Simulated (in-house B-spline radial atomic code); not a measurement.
Ar is squeezed into an impenetrable sphere of radius R (the orbitals vanish at R). Computed with a radial B-spline atomic code at the basis-set limit: non-relativistic PBE, spin-polarised, spherical fractional occupations, point nucleus.

Energies in eV above the free atom in [Ne] 3s2 3p6:

| R (bohr) | highest level (eV) | [Ne] 3s2 3p6 | [He] 2s2 2p5 3s2 3p6 3d1 | [Ne] 3s2 3p5 3d1 | -dE/dV in [Ne] 3s2 3p6 (GPa) |
| --- | --- | --- | --- | --- | --- |
| 9.27 | -10.3 | 0.0002837 | 247.1 | 14.49 | 0.000499 |
| 6.4 | -10.2 | 0.04325 | 248.3 | 15.79 | 0.159 |
| 5.22 | -9.84 | 0.3413 | 249.5 | 17.15 | 1.9 |
| 4.39 | -8.9 | 1.495 | 251.4 | 19.48 | 12.1 |
| 3.43 | -5.08 | 8.885 | 259.5 | 29.05 | 125 |
| 3.15 | -2.54 | 15.31 | 266 | 36.38 | 261 |
| 2.7 | 4.7 | 37.88 | 288.4 | 60.71 | 922 |
| 2.39 | 13.9 | 72.72 | 323.1 | 96.86 | 2350 |
| 1.75 | 62.6 | 311.7 | 565.5 | 334.9 | 21300 |
| 1.54 | 101 | 528.4 | 788.1 | 546.1 | 49800 |

Problem. Does [He] 2s2 2p5 3s2 3p6 3d1 fall below [Ne] 3s2 3p6 under compression?

Solution. No, it stays above over the whole range.

Problem. Does [Ne] 3s2 3p5 3d1 fall below [Ne] 3s2 3p6 under compression?

Solution. No, it stays above over the whole range.

The highest level is first positive in the row R = 2.7 bohr, pushed up by confinement above the zero of the free ion's potential. Each configuration is held fixed and needn't be the lowest in the sphere.
